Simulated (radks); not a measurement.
Problem. All-electron atom: the bismuth ion Bi4+ in [Kr] 4d10 4f14 5s1 5p6 5d10 6s2 (not the ground configuration). All-electron calculation, non-relativistic Kohn-Sham, PBE, spin-polarised, spherical densities, point nucleus; open shells are filled with parallel spins first (spin-orbit coupling, left out, can overturn this in heavy ions); relativity is left out, which matters for an element this heavy. Program: a radial shooting solver on a logarithmic mesh with Libxc functionals. Some entries of the table are withheld. Estimate them.

orbital,occ.,eigenvalue (eV),r(max) (bohr),<r^2> (bohr^2)
1s up,1,-81073.18,0.01210,0.0004442
1s down,1,-81072.99,0.01210,0.0004442
2s up,1,-13742.62,0.06568,0.006880
2s down,1,-13742.49,0.06568,0.006880
2p up,3,-13242.53,0.05091,0.005067
2p down,3,-13242.40,0.05091,0.005067
3s up,1,-3333.007,0.1788,0.04222
3s down,1,-3332.881,0.1788,0.04222
3p up,3,-3094.371,0.1680,0.03875
3p down,3,-3094.241,0.1680,0.03875
3d up,5,-2648.922,0.1316,0.02966
3d down,5,-2648.796,0.1316,0.02966
4s up,1,-787.0230,0.3960,0.1982
4s down,1,-786.7970,0.3960,0.1982
4p up,3,-681.6806,0.3942,0.2018
4p down,3,-681.4436,0.3942,0.2017
4d up,5,-486.9749,0.3847,0.2080
4d down,5,-486.7166,0.3847,0.2079
4f up,7,-222.4281,0.3375,0.2208
4f down,7,-222.1261,0.3375,0.2203
5s up,1,-172.6433,0.8531,0.9404
5s down,0,-171.5512,0.8533,0.9430
5p up,3,-136.2645,0.8932,(1)
5p down,3,-135.2436,0.8938,(2)
5d up,5,-75.9767,(3),(4)
5d down,5,-75.1955,(5),(6)
6s up,1,-47.6288,1.934,4.907
6s down,1,-47.5256,1.938,4.925

Solution. 
(1) 5p up <r^2> (bohr^2): 1.070
(2) 5p down <r^2> (bohr^2): 1.075
(3) 5d up r(max) (bohr): 1.010
(4) 5d up <r^2> (bohr^2): 1.538
(5) 5d down r(max) (bohr): 1.012
(6) 5d down <r^2> (bohr^2): 1.553
